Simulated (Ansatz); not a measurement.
Consider the substitution at a C–Se bond: `CC[Se][SiH3]` + `[NH2][SnH3]` → `CC[NH][SnH3]` + `[SiH3][SeH]`.

Computed with Ansatz on PBE0-D4/def2-TZVP structures; ΔE is electronic, products minus reactants. CCSD(T)/CBS is the MP2 limit (def2-TZVPP, def2-QZVPP) plus CCSD(T) − MP2 in def2-TZVPP, frozen cores. Functionals use def2-TZVPP. def2 core potentials past Kr. For Se, Sn outer-core shells are correlated without core-valence functions, which leaves a few kJ/mol of doubt a bond. Scalar relativity is left out up to krypton. One conformer a species, not always the lowest.

**Question.** Is it downhill or uphill in electronic energy at CCSD(T)/CBS, and by how much? (An estimate is asked.)

**Answer.** Computed: Uphill: ΔE = +7.3 kcal/mol.

**Question.** What do these levels give: CAM-B3LYP-D4, PBE-QIDH, PBE, CCSD(T)/def2-TZVPP, MP2/def2-QZVPP, SCS-MP2/def2-QZVPP? (Best estimate.)

**Answer.** Ansatz gave: CAM-B3LYP-D4 5.9, PBE-QIDH 7.3, PBE 7.2, CCSD(T)/def2-TZVPP 7.2, MP2/def2-QZVPP 8.5, SCS-MP2/def2-QZVPP 7.8 kcal/mol.

**Question.** What do rigid-rotor, harmonic-oscillator terms from PBE0-D4/def2-TZVP frequencies (298.15 K, 1 bar) make of the CCSD(T)/CBS value? (Best estimate.)

**Answer.** Ansatz gave: ΔZPE = -1.1 kcal/mol, ΔH = +5.9 kcal/mol, ΔS = -9 J/(mol·K), ΔG = +6.5 kcal/mol. Modes under 50 cm⁻¹ make the entropy rough.

Largest T1 diagnostic among the species: 0.013.

Leaving LDA and LC-ωPBE aside and taking each functional with its dispersion term where it has one, the values, not all of them listed here, spread over 1.7 kcal/mol, from CAM-B3LYP-D4 to revPBE-D4. LDA lies −1.9 kcal/mol from PBE without D4. At CCSD(T), def2-SVP lies −5.5 kcal/mol from the extrapolated value and def2-TZVPP −0.1 kcal/mol. In def2-TZVPP, CCSD(T) changes the Hartree–Fock value by +1.7 kcal/mol (the triples alone add +0.4 kcal/mol) and MP2 by +3.0 kcal/mol.
